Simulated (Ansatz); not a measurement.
System: sum formula BH2S3 (charge 0, doublet). It need not be the lowest isomer of its formula. 
Geometry from a B3LYP-D3(BJ)/def2-TZVP (Ansatz, a first-principles code) optimisation:
```
B
S 1 1.7701
S 1 1.8178 2 122.08
H 3 1.3437 1 97.67 2 0.00
S 1 1.8178 2 122.08 4 -180.00
H 5 1.3437 1 97.67 2 0.00
```
Charge 0, spin multiplicity 2.

Basis-set convergence of Hartree-Fock and MP2 correlation energies (hartree) with Ansatz. Correlated levels leave the core frozen unless marked. Open shells are spin-unrestricted. No spin-orbit coupling. Non-relativistic.

```json
[
 {"basis": "aug-cc-pV(D+d)Z", "functions": "137", "E(HF)": "-1218.53561", "E(corr, MP2)": "-0.48758"},
 {"basis": "aug-cc-pV(T+d)Z", "functions": "257", "E(HF)": "-1218.57570", "E(corr, MP2)": "-0.60603"},
 {"basis": "aug-cc-pV(Q+d)Z", "functions": "439", "E(HF)": "-1218.58616", "E(corr, MP2)": "-0.64971"}
]
```

Extrapolating the two largest sets (X = 3 and 4) as X^-3: E(corr) = (64·(-0.64971) - 27·(-0.60603))/37 = -0.6816 Eh, an estimate of the basis-set limit. The largest set recovers 95.3 % of it, the smallest 71.5 %.
